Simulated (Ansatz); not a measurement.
C$_{6}$H$_{4}$Ge (`C#[C][GeH]([C]#C)[C]#C`) at its PBE0-D4/def2-TZVP geometry, where that method's forces vanish. Charge 0, multiplicity 1.

```xyz
11

C    -2.9046   -0.2796    0.3489
C    -1.7293   -0.4117    0.1244
Ge    0.1146   -0.6481   -0.2382
C     0.6563    0.6228   -1.5337
C     1.0064    1.4169   -2.3681
C     1.0985   -0.3614    1.3546
C     1.7314   -0.1962    2.3652
H    -3.9445   -0.1578    0.5492
H     0.3661   -2.0636   -0.7589
H     1.3150    2.1238   -3.1039
H     2.2901   -0.0452    3.2605
```

Question: What forces (eV/Å) does r2SCAN-D4/def2-TZVPP give on these atoms in the Gaussian-basis code of Ansatz? (Best estimate.)

Answer: The calculation gave: 
```
C1  -0.384  0.043  0.073
C2   0.361 -0.044 -0.070
Ge3  0.002 -0.011 -0.004
C4  -0.106 -0.247  0.254
C5   0.114  0.260 -0.273
C6  -0.193 -0.054 -0.311
C7   0.207  0.054  0.330
H8   0.056 -0.006 -0.010
H9  -0.009  0.050  0.018
H10 -0.017 -0.037  0.039
H11 -0.030 -0.008 -0.047
```
